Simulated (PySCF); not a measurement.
C2H9NSi2 (SMILES CN(C)[Si][SiH3]), singlet, at a GFN2-xTB geometry, atoms displaced at random by about 0.03 Å a coordinate; B3LYP/STO-3G, gradient in PySCF.

Here is a job for PySCF.
```python
from pyscf import gto, scf, dft

mol = gto.M(
    atom='''
Si    0.72725163    0.49123376    0.48972536
N     0.33244968   -1.09310964   -0.02731586
C     1.24547424   -2.19902988    0.15366906
C    -0.84673019   -1.52011947   -0.73615914
H     0.74748293   -2.95930889    0.85976787
H     1.49056301   -2.64139898   -0.77542832
H     2.13327501   -1.85803583    0.69184260
H    -0.56488816   -1.96473547   -1.71334892
H    -1.40214963   -2.30167478   -0.10597983
H    -1.52800655   -0.65709167   -0.89825190
Si   -0.85441076    1.98398153   -0.10943421
H    -1.22977323    2.61283687    1.24576123
H    -2.16783537    1.90098965   -0.69973992
H    -0.13072206    3.04957029   -0.82566784
''',
    basis='sto-3g',
    verbose=4,
)

mf = dft.RKS(mol)
mf.xc = 'b3lyp'
mf.kernel()
g = mf.nuc_grad_method()
grad = g.kernel()
```

**Question.** What does PySCF print? Leave out banner, timings and long lists.

**Answer.** 
```
PySCF version 2.14.0

[INPUT] verbose = 4
[INPUT] num. atoms = 14
[INPUT] num. electrons = 56
[INPUT] charge = 0
[INPUT] spin (= nelec alpha-beta = 2S) = 0
[INPUT] symmetry False subgroup None
[INPUT] Mole.unit = angstrom
[INPUT] Symbol           X                Y                Z      unit          X                Y                Z       unit  Magmom
[...]
nuclear repulsion = 277.739271051913
number of shells = 28
number of NR pGTOs = 126
number of NR cGTOs = 42
basis = sto-3g
ecp = {}

******** <class 'pyscf.dft.rks.RKS'> ********
method = RKS
initial guess = minao
damping factor = 0
level_shift factor = 0
DIIS = <class 'pyscf.scf.diis.CDIIS'>
diis_start_cycle = 1
diis_space = 8
diis_damp = 0
SCF conv_tol = 1e-09
SCF conv_tol_grad = None
SCF max_cycles = 50
direct_scf = True
direct_scf_tol = 1e-13
XC library pyscf.dft.libxc version 7.1.2
    S. Lehtola, C. Steigemann, M. J. T. Oliveira, and M. A. L. Marques,  SoftwareX 7, 1–5 (2018)
XC functionals = b3lyp
    P. J. Stephens, F. J. Devlin, C. F. Chabalowski, and M. J. Frisch,  J. Phys. Chem. 98, 11623 (1994)
radial grids:
    Treutler-Ahlrichs [JCP 102, 346 (1995); DOI:10.1063/1.469408] (M4) radial grids

becke partition: Becke, JCP 88, 2547 (1988); DOI:10.1063/1.454033
pruning grids: <function nwchem_prune>
grids dens level: 3
symmetrized grids: False
atomic radii adjust function: <function treutler_atomic_radii_adjust>
small_rho_cutoff = 0
Set gradient conv threshold to 3.16228e-05
Initial guess from minao.
tot grids = 168776
init E= -706.844973730345
[...]
cycle= 1 E= -706.910836494692  delta_E= -0.0659  |g|= 0.312  |ddm|= 4.43
[...]
cycle= 2 E= -706.826045322431  delta_E= 0.0848  |g|= 0.617  |ddm|= 1.18
[...]
cycle= 3 E= -706.940860304625  delta_E= -0.115  |g|= 0.0414  |ddm|= 0.87
[...]
cycle= 4 E= -706.941566573699  delta_E= -0.000706  |g|= 0.0134  |ddm|= 0.111
[...]
cycle= 5 E= -706.941643307664  delta_E= -7.67e-05  |g|= 0.00175  |ddm|= 0.03
[...]
cycle= 6 E= -706.941644588165  delta_E= -1.28e-06  |g|= 0.000261  |ddm|= 0.00382
[...]
cycle= 7 E= -706.941644613326  delta_E= -2.52e-08  |g|= 7.61e-05  |ddm|= 0.000543
[...]
cycle= 8 E= -706.941644615108  delta_E= -1.78e-09  |g|= 1.63e-05  |ddm|= 0.000113
[...]
cycle= 9 E= -706.941644615193  delta_E= -8.52e-11  |g|= 4.02e-06  |ddm|= 2.49e-05
[...]
Extra cycle  E= -706.941644615183  delta_E= 9.78e-12  |g|= 6.58e-06  |ddm|= 1.67e-05
converged SCF energy = -706.941644615183

******** <class 'pyscf.grad.rks.Gradients'> for <class 'pyscf.dft.rks.RKS'> ********
unit = Eh/Bohr
grid_response = False
--------------- RKS gradients ---------------
         x                y                z
0 Si    -0.0371239419     0.0038068971    -0.0172929033
1 N     0.0041826269    -0.0494300465    -0.0005218208
2 C     0.0114812964     0.0226276305    -0.0722492364
3 C     0.0466066757     0.0246531894     0.0023966831
4 H    -0.0143370983    -0.0089581529     0.0236635149
5 H    -0.0129167263     0.0228919326     0.0340515981
6 H    -0.0111070232    -0.0033571618     0.0021207793
7 H     0.0066444245     0.0024966382     0.0004638244
8 H    -0.0084355871    -0.0141437844     0.0200272990
9 H    -0.0028510600     0.0063060381     0.0013934531
10 Si     0.0212767124    -0.0330539336    -0.0292634941
11 H    -0.0124800426     0.0126441425     0.0314859977
12 H     0.0018383316     0.0057882768     0.0085654169
13 H     0.0072697752     0.0077318265    -0.0048408541
----------------------------------------------
```
